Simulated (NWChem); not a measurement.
# AgH2OBr; SMILES [OH2]->[Ag][Br]

```xyz
5

Ag     0.0725     0.7180     0.0000
Br    -0.0524    -1.6783     0.0000
O      0.1272     2.9463     0.0000
H     -0.2592     3.3820     0.7690
H     -0.2592     3.3820    -0.7690
```
Atoms are numbered in this order, from 1.

Level: PBE0/def2-SVP with def2 effective core potentials on Ag (NWChem), optimised geometry, unscaled harmonic frequencies. This build's default masses of Se (78.918 u) and Br (79.917 u) are each other's, which moves their modes by up to 0.6 %. def2 effective core potentials on Ag; no spin-orbit coupling.

**Question.** List the harmonic frequencies with IR intensities, and the thermochemistry.

**Answer.** 
```csv
frequency (cm⁻¹),IR intensity (km/mol)
72,4.9
74,0.6
228,6.8
326,12.7
356,263.2
519,19.8
1619,66.6
3855,90.5
3949,151.1
```

The zero-point energy is 15.7 kcal/mol and the thermal correction to the enthalpy at 298.15 K (with zero-point energy) is 20.0 kcal/mol. The heat capacity Cv comes out as 16.1 cal/(mol K) and the entropy at 298.15 K and 1 atm (symmetry number 1) is 79.1 cal/(mol K).

Rigid rotor and harmonic oscillator; modes under 100 cm⁻¹ make the entropy uncertain.
